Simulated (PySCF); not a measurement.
C2H5BO2.
Bonds: C1–C2 (double), C2–B3, B3–O4, B3–O5. Hydrogens: H6, H7 on C1; H8 on C2; H9 on O4; H10 on O5.

Method: PySCF 2.14.0, PBE0-D3(BJ)/def2-SVP geometry optimisation, gas phase.

Entries marked ? are missing. Bonds in one row agree within 0.01 Å.

```json
{"coordinate": "C1=C2", "value": "?"}
{"coordinate": "C2–B3", "value": "?"}
{"coordinate": "B3–O4, B3–O5", "value": "?"}
{"coordinate": "C1–H6", "value": "1.095 Å"}
{"coordinate": "C1–H7", "value": "1.095 Å"}
{"coordinate": "C2–H8", "value": "1.097 Å"}
{"coordinate": "O4–H9, O5–H10", "value": "0.961 Å"}
{"coordinate": "C2–C1–H6", "value": "120.8°"}
{"coordinate": "C2–C1–H7", "value": "?"}
{"coordinate": "H6–C1–H7", "value": "?"}
{"coordinate": "C1–C2–B3", "value": "122.9°"}
{"coordinate": "C1–C2–H8", "value": "?"}
{"coordinate": "B3–C2–H8", "value": "118.4°"}
{"coordinate": "C2–B3–O4", "value": "118.7°"}
{"coordinate": "C2–B3–O5", "value": "117.5°"}
{"coordinate": "O4–B3–O5", "value": "123.7°"}
{"coordinate": "B3–O4–H9", "value": "115.5°"}
```

Estimate the withheld lengths and angles.

- C1=C2 = 1.338 Å, drawn double (terminal =CH2 carbon to alkene CH carbon); 0.12 Å below the sum of covalent radii, 1.46 Å.
- C2–B3 = 1.561 Å, drawn single (alkene CH carbon to three-coordinate boron); 0.01 Å below the sum of covalent radii, 1.57 Å.
- B3–O4, B3–O5 = 1.367 Å, drawn single (three-coordinate boron to boron-bound oxygen); 0.13 Å below the sum of covalent radii, 1.50 Å.
- C2–C1–H7 = 122.6°, at the terminal =CH2 carbon; the outer atoms are 2.138 Å apart.
- H6–C1–H7 = 116.7°, at the terminal =CH2 carbon; the outer atoms are 1.865 Å apart.
- C1–C2–H8 = 118.7°, at the alkene CH carbon; the outer atoms are 2.099 Å apart.

Radii are Cordero's, carbon taken as 0.76, 0.73 or 0.69 Å for four, three, and two or fewer neighbours.

PBE0-D3(BJ)/def2-SVP frequencies: not computed here. The numbers are those of one conformer (C2–B3–O4–H -179°, C2–B3–O5–H 180°).
